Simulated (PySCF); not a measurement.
Atoms are numbered as in `[F:1][BH-:2]1[NH2+:3][BH2-:4][NH2+:5]1` (H(Xn): hydrogen on atom n). Ha(N3), Ha(B4), Ha(N5) are cis to F1 on the ring; Hb(N3), Hb(B4), Hb(N5) are trans to F1 on the ring.

Geometry: PBE0-D3(BJ)/def2-SVP; GIAO shifts from PySCF 2.14.0 with density-fitted response routines, gas phase, non-relativistic, averaged over equivalent atoms.

At B97-2/pcSseg-2 (278 basis functions, 30 s wall time on 1 thread of an Arm Neoverse V1, shared host):
| atoms | δ (ppm) |
| --- | --- |
| F1 | -169.9 |
| B2 | -1.1 |
| B4 | -14.9 |
| N3/N5 | 37.0 |
| H(B2) | 3.71 |
| Hb(B4) | 2.99 |
| Ha(B4) | 2.96 |
| Hb(N3)/Hb(N5) | 1.93 |
| Ha(N3)/Ha(N5) | 1.51 |

Scale: CFCl3 for $^{19}$F (177.41 ppm); BF3·OEt2 for $^{11}$B (100.12 ppm); NH3 for $^{15}$N (259.60 ppm); $^{1}$H (31.36 ppm) against TMS (reference shieldings calculated alike).

**Question.** What do these become at BHandHLYP/pcSseg-2?

**Answer.** 
| atoms | δ at BHandHLYP/pcSseg-2 | change |
| --- | --- | --- |
| F1 | -155.6 | +14.3 |
| B2 | -0.3 | +0.8 |
| B4 | -13.1 | +1.8 |
| N3/N5 | 34.5 | -2.5 |
| H(B2) | 3.56 | -0.15 |
| Hb(B4) | 2.90 | -0.09 |
| Ha(B4) | 2.89 | -0.07 |
| Hb(N3)/Hb(N5) | 1.98 | +0.05 |
| Ha(N3)/Ha(N5) | 1.59 | +0.08 |

References, each an isolated molecule treated in the same way: $^{19}$F (202.02 ppm) vs CFCl3; $^{11}$B (103.56 ppm) vs BF3·OEt2; $^{15}$N (259.78 ppm) against NH3; $^{1}$H (31.45 ppm) vs TMS.

The largest change is at F1 (fluorine bonded to B). Cost: 278 basis functions, 29 s wall time on 1 thread of an Arm Neoverse V1, shared host.

Unscaled 19F shifts against computed CFCl3 carry errors that often reach 10 to 50 ppm. Experimental scales use liquid or dissolved standards, which lie at an offset from isolated NH3 (liquid NH3: subtract about 20 ppm).
